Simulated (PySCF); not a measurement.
Working out the ionisation energy of K⁵⁺

K⁵⁺ [Ne] 3s2 3p2 (3P) → K⁶⁺ [Ne] 3s2 3p1 (2P). Computed with PySCF 2.14 in an uncontracted even-tempered set (18 s from 0.13 bohr⁻², ratio 2.5; 12 p from 0.17 bohr⁻², ratio 2.5; 5 d from 1.5 bohr⁻², ratio 2.7; 5 f from 2.3 bohr⁻², ratio 2.7), with the non-relativistic Hamiltonian (point nucleus). Frozen: 1s2; the 18 highest virtual orbitals dropped. Energies in hartree (1 hartree = 27.21139 eV):

```json
{"part": "UHF", "K⁵⁺ (lower)": "-591.094606", "K⁶⁺ (upper)": "-587.472587"}
{"part": "MP2 opposite-spin", "K⁵⁺ (lower)": "-0.303699", "K⁶⁺ (upper)": "-0.292910"}
{"part": "MP2 same-spin", "K⁵⁺ (lower)": "-0.103863", "K⁶⁺ (upper)": "-0.093989"}
```

Task: What does Hartree-Fock give?

Result: (-587.472587) − (-591.094606) = 3.622019 hartree = 98.560 eV.

Task: What do MP2 and SCS-MP2 (6/5 opposite-spin, 1/3 same-spin) give?

Result: The opposite-spin parts differ by 0.294 eV and the same-spin parts by 0.269 eV. MP2: 98.560 + (0.294) + (0.269) = 99.123 eV. SCS-MP2: 98.560 + 1.2 × (0.294) + (0.269)/3 = 99.002 eV.

A first-order spin-orbit estimate adds -0.019 eV to MP2 (outer shells), giving 99.104 eV against 99.44 ± 0.2 eV (semi-empirical (NIST evaluation); NIST Atomic Spectra Database, ionization energies).

The calculation is non-relativistic.

What remains against the reference includes basis incompleteness, the frozen core and correlation beyond second order.
